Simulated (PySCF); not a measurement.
## Basis and Hamiltonian dependence of the excitation energy of Ru⁺

Ru⁺ [Kr] 4d7 (4F) → Ru⁺ [Kr] 4d6 5p1 (high-spin determinant). Calculated with PySCF 2.14 from differences of total energies of unrestricted determinants, without spin-orbit coupling. Values in eV.

| basis | Hamiltonian | functions | UHF | PBE | PBE0 | MP2 (valence) | CCSD(T) (valence) | CCSD(T) (valence and next inner shell) |
| --- | --- | --- | --- | --- | --- | --- | --- | --- |
| aug-cc-pVDZ-PP with ECP28MDF | ECP | 54 | 4.688 | 5.603 | 5.594 | 5.496 | 5.431 | n/a |
| def2-TZVPPD with the def2 core potential (28 electrons) | ECP | 56 | 4.823 | 5.738 | 5.727 | 5.762 | 5.699 | 5.594 |
| ANO-RCC-VTZP | spin-free X2C | 68 | 4.727 | 5.721 | 5.684 | 5.700 | 5.629 | 5.567 |
| aug-cc-pwCVDZ-PP with ECP28MDF | ECP | 70 | 4.687 | 5.596 | 5.583 | 5.565 | 5.488 | 5.313 |
| x2c-TZVPPall | spin-free X2C | 79 | 4.791 | 5.767 | 5.739 | 5.754 | 5.679 | 5.621 |
| def2-QZVPPD with the def2 core potential (28 electrons) | ECP | 88 | 4.827 | 5.753 | 5.739 | 5.824 | 5.753 | 5.642 |
| aug-cc-pVTZ-PP with ECP28MDF | ECP | 88 | 4.690 | 5.595 | 5.583 | 5.662 | 5.589 | n/a |
| x2c-TZVPPall with one added diffuse shell each of s, p, d, f type | spin-free X2C | 95 | 4.779 | 5.753 | 5.725 | 5.748 | 5.672 | n/a |
| aug-cc-pVTZ-DK | spin-free X2C | 102 | 4.728 | 5.715 | 5.683 | 5.715 | 5.638 | n/a |
| aug-cc-pVTZ-PP with one added diffuse shell each of s, p, d, f, g type with ECP28MDF | ECP | 113 | 4.690 | 5.594 | 5.582 | 5.663 | n/a | n/a |
| x2c-QZVPPall | spin-free X2C | 118 | 4.751 | 5.751 | 5.717 | 5.768 | n/a | n/a |
| aug-cc-pwCVTZ-PP with ECP28MDF | ECP | 122 | 4.691 | 5.593 | 5.582 | 5.710 | n/a | n/a |

Frozen in the all-electron rows: valence and next inner shell: [Ar] 3d10; valence: [Kr]; with a core potential, the same shells as far as they lie outside it.

One determinant mixes LS terms of the configuration, so the numbers do not refer to single terms.
